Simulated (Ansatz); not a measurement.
Species: CH5BSi, SMILES `CB=[SiH2]` (charge 0, multiplicity 1).

Task: Give a relaxed geometry from B3LYP-D3(BJ)/def2-TZVP (Ansatz, a first-principles code).

Result: the end point of this relaxation (outside a Z-matrix the atoms follow the SMILES, hydrogens last).
Z-matrix (Å, degrees):
```
B
C 1 1.5195
H 2 1.0920 1 114.43
H 2 1.0972 3 108.71 1 122.83
H 2 1.0975 3 108.60 4 114.87
Si 1 1.8673 2 162.05 3 179.65
H 6 1.4865 1 109.78 2 -119.03
H 6 1.4867 7 111.46 1 121.82
```
